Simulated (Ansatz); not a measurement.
Mulliken charges of CH$_{6}$BNTe, SMILES `BNC[TeH]` from r2SCAN/def2-TZVPP in Ansatz (PBE0-D4/def2-TZVP geometry).

```csv
atom,x (Å),y (Å),z (Å),charge (e)
B1,-1.294,0.885,0.404,-0.052
N2,-0.064,0.301,0.675,-0.157
C3,0.439,-0.904,0.097,-0.143
Te4,2.206,-0.638,-1.140,0.012
H5,-2.026,0.346,-0.375,-0.024
H6,-1.580,1.904,0.960,-0.014
H7,0.583,0.757,1.301,0.167
H8,0.761,-1.626,0.850,0.113
H9,-0.327,-1.360,-0.525,0.114
H10,1.383,0.284,-2.243,-0.017
```

Task: By hand: the dipole of these point charges (1 e Å = 4.8032 D).

Result: Σ q r = (0.234, -0.224, 0.133) e Å, of length 0.350 e Å = 1.68 D.

Task: How does the dipole of the full density compare? (An estimate is asked.)

Result: Ansatz gave: (0.115, -0.137, 0.194) e Å, 1.27 D; the point charges give 1.32 times that, at 26° from its direction.

Point charges leave out the atoms' own dipoles, such as those of lone pairs, and Mulliken's split depends on the basis, so the two needn't agree.
